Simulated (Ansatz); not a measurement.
Reaction (redistribution): `OB(Cl)O[SiH3]` + `[Br][Mg][Br]` → `OB(Br)O[SiH3]` + `[Cl][Mg][Br]`

Calculated with Ansatz (gas phase, PBE0-D4/def2-TZVP geometries, no zero-point term in ΔE). CCSD(T)/CBS is the MP2 limit (def2-TZVPP, def2-QZVPP) plus CCSD(T) − MP2 in def2-TZVPP, frozen cores. DFT in def2-TZVPP. For Br, Mg outer-core shells are correlated without core-valence functions, which leaves a few kJ/mol of doubt a bond. Scalar relativity is left out up to krypton. Each species was taken in one conformer, which may not be the lowest.

CCSD(T)/CBS gives +13.8 kJ/mol.

Another level gave +18.0 kJ/mol. Which?
A. BHLYP/def2-TZVPP
B. HF/def2-TZVPP
C. BLYP-D4/def2-TZVPP
D. CAM-B3LYP-D4/def2-TZVPP

D. CAM-B3LYP-D4 18.0, BLYP-D4 13.5, BHLYP 22.1, HF/def2-TZVPP 27.1 kJ/mol.

Largest T1 diagnostic among the species: 0.012.

Leaving LDA and LC-ωPBE aside and taking each functional with its dispersion term where it has one, the values, not all of them listed here, spread over 5.6 kJ/mol, from BLYP-D4 to BHLYP-D4. In def2-TZVPP, CCSD(T) changes the Hartree–Fock value by −11.3 kJ/mol (the triples alone add −1.3 kJ/mol) and MP2 by −13.1 kJ/mol.
